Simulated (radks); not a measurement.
Question: Valence configurations of Bi II. Method: scalar-relativistic Kohn-Sham, PBE, spin-unpolarised, spherical densities, point nucleus; computed with a radial shooting solver on a logarithmic mesh with Libxc functionals. Order these by energy: [Xe] 4f14 5d10 6s1 6p3; [Xe] 4f14 5d10 6p4; [Xe] 4f12 5d10 6s2 6p4; [Hg] 6p2; [Xe] 4f13.5 5d10 6s1.5 6p3; [Xe] 4f12 5d10 6s1 6p5; [Xe] 4f13 5d10 6p5; [Xe] 4f12 5d10 6s0.5 6p5.5; [Xe] 4f14 5d10 6s1.5 6p2.5; [Xe] 4f13 5d10 6s2 6p3.

Answer: From the lowest, in eV above it: [Hg] 6p2 0.000; [Xe] 4f14 5d10 6s1.5 6p2.5 5.372; [Xe] 4f14 5d10 6s1 6p3 10.819; [Xe] 4f14 5d10 6p4 21.923; [Xe] 4f13.5 5d10 6s1.5 6p3 82.635; [Xe] 4f13 5d10 6s2 6p3 158.74; [Xe] 4f13 5d10 6p5 182.70; [Xe] 4f12 5d10 6s2 6p4 336.74; [Xe] 4f12 5d10 6s1 6p5 349.61; [Xe] 4f12 5d10 6s0.5 6p5.5 356.13. NIST lists [Hg] 6p2 as the ground configuration; this level of theory agrees among the configurations tried. The energies are those of spherical spin-averaged densities, not of single terms.
